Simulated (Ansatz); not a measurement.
Ansatz results at the PBE0-D4/def2-TZVP geometry: HOMO energy (B3LYP/def2-TZVPP) -7.88 eV; HOMO energy (PBE/def2-TZVPP) -6.76 eV; HOMO energy (ωB97M-V/def2-TZVPP) -10.34 eV.

Each molecule was computed in one conformer, which needn't be the lowest.

**Question.** Which molecule gave them?
A. `C=CC(C)=N`
B. `CC[C](=O)[ZnH]`
C. `NCS`
D. `CNB(F)[SiH2]Cl`

**Answer.** D. The others give `C=CC(C)=N`: -7.23, -5.97, -9.83; `CC[C](=O)[ZnH]`: -5.96, -4.92, -8.34; `NCS`: -6.70, -5.66, -9.19.

B3LYP here is the variant with VWN-RPA as its local correlation; programs differ in this.
